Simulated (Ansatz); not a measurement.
# A geometry optimisation of CH2AlBrSi with PBE0-D3(BJ)/def2-SVP

The starting geometry of this gas-phase singlet was optimised with GFN2-xTB.

```yaml
atoms:
  - { symbol: C, position_ang: [1.8276, 0.4167, -1.0249] }
  - { symbol: Al, position_ang: [0.0253, 0.9459, 1.6388] }
  - { symbol: Br, position_ang: [-2.1342, 1.4465, 2.3321] }
  - { symbol: Si, position_ang: [2.1772, 0.4345, 0.7180] }
  - { symbol: H, position_ang: [2.5938, 0.2124, -1.7582] }
  - { symbol: H, position_ang: [0.8618, 0.6012, -1.4697] }
```

Problem. Predict what it relaxes into with PBE0-D3(BJ)/def2-SVP.

Solution. A new bond forms, giving a structure given below by its coordinates. Contacts that close: C1–Al2 (3.26 → 2.11 Å).

The energy falls by 0.64 eV over 16 steps:

```csv
step,E − E(last) (eV)
1,0.639
3,0.403
4,0.375
6,0.271
8,0.156
9,0.047
11,0.002
13,0.000
14,0.000
16,0.000
```

Final geometry (Å):

```
atom    x (Å)   y (Å)    z (Å)
   C   1.4944  0.5131  -0.5485
  Al   0.5297  0.8211   1.3047
  Br  -1.6872  1.2902   1.1745
  Si   2.7267  0.3211   0.7872
   H   1.8770  0.3749  -1.5725
   H   0.4108  0.7370  -0.7092
```

Frequencies at the end are all real (lowest 109 cm⁻¹). Run with Ansatz 0.2.0, 32 s on 2 threads of Arm Neoverse V1 (shared host).
